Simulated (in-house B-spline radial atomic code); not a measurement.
Orbital energies and mean radii along the 47-electron series, configuration [Kr] 4d10 4f1. The effective charge is n√(-2ε), a non-relativistic measure. Computed with a B-spline radial code for spherical atoms: non-relativistic Hartree-Fock, average of the configuration, point nuclei.

This level leaves out relativity, spin-orbit splitting included, which matters for heavy ions.

```csv
ion,Z,energy of 4p (Eh),mean radius of 4p (bohr),energy of 3p (Eh),mean radius of 3p (bohr),effective charge of 4p
Tm22+,69,-34.626,0.51023,-93.6,0.22703,33.287
Yb23+,70,-36.848,0.49888,-98.203,0.22304,34.338
Lu24+,71,-39.134,0.48803,-102.92,0.21919,35.388
Hf25+,72,-41.483,0.47765,-107.75,0.21547,36.434
Ta26+,73,-43.897,0.46771,-112.69,0.21187,37.479
W27+,74,-46.374,0.45819,-117.75,0.20839,38.522
Re28+,75,-48.914,0.44905,-122.91,0.20502,39.563
Os29+,76,-51.519,0.44027,-128.2,0.20175,40.603
```

(1) How does the screening of 4p change?

Answers

(1) Z less the effective charge goes from 35.71 at Z = 69 to 35.40 at Z = 76.
